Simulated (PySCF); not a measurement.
**Relaxation of triplet CuH₃**

Method: UPBE0 in PySCF with Cu def2-TZVP, H def2-TZVP; no relativity; density-fitted integrals. A (50,194) grid was used.

A start displaced from a saddle point along its imaginary mode, of C3v symmetry, held to at least that symmetry:

Coordinates in bohr (charge 0 multiplicity 3):
```
Cu    0.0000    0.0109    0.0000
H     0.0004   -0.2268    2.9487
H     2.5534   -0.2268   -1.4747
H    -2.5538   -0.2268   -1.4740
```

At each step, columns x, y, z (Å) and Fx, Fy, Fz (eV/Å):

```
step 0  E − E(last) = 2.37 kJ/mol
Cu   0.000   0.006   0.000   0.000   0.075   0.000
H    0.000  -0.120   1.560   0.000  -0.026  -0.055
H    1.351  -0.120  -0.780  -0.047  -0.025   0.027
H   -1.351  -0.120  -0.780   0.047  -0.025   0.027
step 1  E − E(last) = 1.15 kJ/mol
Cu   0.000   0.100   0.000   0.000   0.060  -0.002
H    0.000  -0.151   1.548   0.000  -0.020  -0.102
H    1.341  -0.151  -0.774  -0.087  -0.020   0.052
H   -1.341  -0.151  -0.774   0.087  -0.020   0.052
step 2  E − E(last) = 0.78 kJ/mol
Cu   0.000   0.188   0.000   0.000  -0.118  -0.002
H    0.000  -0.181   1.536   0.000   0.041  -0.205
H    1.330  -0.181  -0.768  -0.178   0.038   0.104
H   -1.330  -0.181  -0.768   0.178   0.038   0.104
step 3  E − E(last) = 0.55 kJ/mol
Cu   0.000   0.162   0.000   0.000  -0.026  -0.002
H    0.000  -0.172   1.536   0.000   0.010  -0.140
H    1.330  -0.172  -0.768  -0.121   0.008   0.071
H   -1.331  -0.172  -0.768   0.121   0.008   0.071
step 4  E − E(last) = 0.33 kJ/mol
Cu   0.000   0.166   0.000   0.000   0.000  -0.002
H    0.000  -0.173   1.530   0.000   0.001  -0.092
H    1.324  -0.173  -0.765  -0.080  -0.001   0.047
H   -1.325  -0.173  -0.765   0.080  -0.001   0.047
step 5  E − E(last) = 0.01 kJ/mol
Cu   0.000   0.197   0.000   0.000   0.021  -0.002
H    0.000  -0.184   1.509   0.000  -0.005   0.003
H    1.306  -0.184  -0.755   0.002  -0.008  -0.001
H   -1.307  -0.184  -0.754  -0.002  -0.008  -0.001
step 6  E − E(last) = 0.00 kJ/mol
Cu   0.000   0.208   0.000   0.000   0.001  -0.002
H    0.000  -0.187   1.505   0.000   0.001   0.002
H    1.303  -0.187  -0.753   0.001  -0.001   0.000
H   -1.304  -0.187  -0.752  -0.001  -0.001   0.000
```

It ends at C3v with Cu–H 1.556 Å (×3); H–Cu–H 113.8° (×3). A frequency run shows a minimum. Other isomers or separated fragments may lie lower.

Other spin states or occupations of the open shell can lie lower. At this level a singlet minimum of C2v symmetry lies 279 kJ/mol below this structure.

The relaxation took roughly 20 core-seconds on a shared host.
